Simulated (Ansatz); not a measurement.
`CN1C[SiH2]1` from Hartree–Fock to CCSD(T)

```xyz
11

C     0.530   -0.623   -1.273
N    -0.396   -0.274   -0.233
C    -0.509    1.120    0.238
Si   -0.356   -0.226    1.475
H     0.163   -0.272   -2.244
H     0.632   -1.709   -1.327
H     1.532   -0.194   -1.120
H     0.378    1.746    0.094
H    -1.436    1.632   -0.014
H     0.935   -0.339    2.198
H    -1.474   -0.861    2.205
```

The species carries charge 0 and has multiplicity 1. The geometry is a stationary point of PBE0-D4/def2-TZVP. Frozen core, restricted reference, Ansatz 0.2.0. CBS rows extrapolate triple and quadruple zeta; past MP2 they add the triple-zeta difference.

```tsv
basis	HF (Eh)	MP2 corr.	CCSD corr.	(T)	CCSD(T) total
def2-SVP	-422.94499	-0.54950	-0.59884	-0.01885	-423.56268
def2-TZVPP	-423.20219	-0.67789	-0.71821	-0.02989	-423.95029
def2-QZVPP	-423.21803	-0.72297	–	–	–
CBS(def2)	-423.22022	-0.75636	-0.79669	as TZ	-424.04680
```
